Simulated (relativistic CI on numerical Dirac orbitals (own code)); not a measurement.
Os³¹⁺: sensitivity of the levels to the model

Base calculation: Dirac-Coulomb-Breit CI, orbitals from a KLI potential per configuration, model QED, unscaled Slater integrals.

Configuration list (outside the closed core [Ar] 3d10): 4s²4p⁶4d⁹, 4s²4p⁵4d¹⁰, 4s²4p⁶4d⁸4f, 4s4p⁶4d¹⁰, 4s²4p⁵4d⁹4f, 4s4p⁶4d⁹4f, 4s²4p⁶4d⁸5s, 4s²4p⁶4d⁷4f5s, 4s²4p⁶4d⁸5p, 4s²4p⁶4d⁸5d, 4s²4p⁵4d⁹5s, 4s²4p⁶4d⁸5f, 4s²4p⁶4d⁷5s5p, 4s²4p⁵4d⁹5p, 4s²4p⁶4d⁸5g, 4p⁶4d¹⁰4f, 4s²4p⁶4d⁸6s, 4s4p⁶4d⁸4f5s, 4s²4p⁶4d⁸6p, 4s²4p⁵4d⁹5d, 4s4p⁶4d⁹5s, 4p⁶4d⁹4f², 4p⁵4d¹⁰4f², 4p⁶4d⁸4f³, 4p⁵4d⁹4f³, 4p⁶4d⁸4f²5s, 4s²4p⁶4d⁷5s², 4s²4p⁶4d⁶4f5s², 4s²4p⁵4d⁷4f5s², 4s4p⁶4d⁷4f5s². Double excitations out of closed p, d and f shells are left out; levels of such configurations are missing from the list, as are those of other unlisted configurations, and high levels can miss mixing partners. These lack a partner that the ground configuration has and come out too high: 4s²4p⁶4d⁸5p, 4s²4p⁶4d⁸5d, 4s²4p⁵4d⁹5s, 4s²4p⁶4d⁸5f, 4s²4p⁵4d⁹5p.

Variants: (1) valence Slater integrals scaled by 0.9; (2) Breit term removed; (3) only the first 3 configurations. Shifts of the energy above 4s²4p⁶4d⁹ ²D5/2, in cm⁻¹, for the lowest level and the first level of each name with at least 55 % of one term (blank where a level changes its place among those of its configuration and J or its character, or is not in the variant):

| Level | Base | Δ(1) | Δ(2) | Δ(3) |
| --- | --- | --- | --- | --- |
| 4s²4p⁶4d⁹ ²D5/2 | 0 | 0 | 0 | 0 |
| 4s²4p⁶4d⁹ ²D3/2 | 155037 | -211 | +3077 | -872 |
| 4s²4p⁵4d¹⁰ ²P°3/2 | 1544800 | +14079 | +6343 | -6439 |
| 4s²4p⁶4d⁸4f ⁴I°15/2 | 1676982 | +3953 | +6270 | -14512 |
| 4s²4p⁶4d⁸4f ⁴H°13/2 | 1693085 | +2612 | +5872 | -13952 |
| 4s²4p⁶4d⁸4f ⁴F°3/2 | 1760423 |  | +5635 | -14198 |
| 4s²4p⁶4d⁸4f ⁴I°11/2 | 1804783 | +2764 | +7173 | -14412 |
| 4s²4p⁶4d⁸4f ²K°13/2 | 1822698 | +1383 | +8021 | -14507 |
| 4s²4p⁶4d⁸4f ²K°15/2 | 1858088 | +864 | +9846 | -14524 |
| 4s²4p⁶4d⁸4f ²I°11/2 | 1895747 | -6228 | +7129 | -14440 |

At this charge energies of transitions that change n are usually good to better than 1 %, and those within a shell (Δn = 0) to a few per cent.

Ionisation energy from the two ground configurations alone: base 1311.15 eV; valence Slater integrals scaled by 0.9 1311.43 eV; Breit term removed 1311.73 eV. The NIST ASD value (theoretical) is 1311 eV.

LS names give the leading component of a level, which can be under half, so a name can repeat, a term be missing and a line seem to break the LS rules.
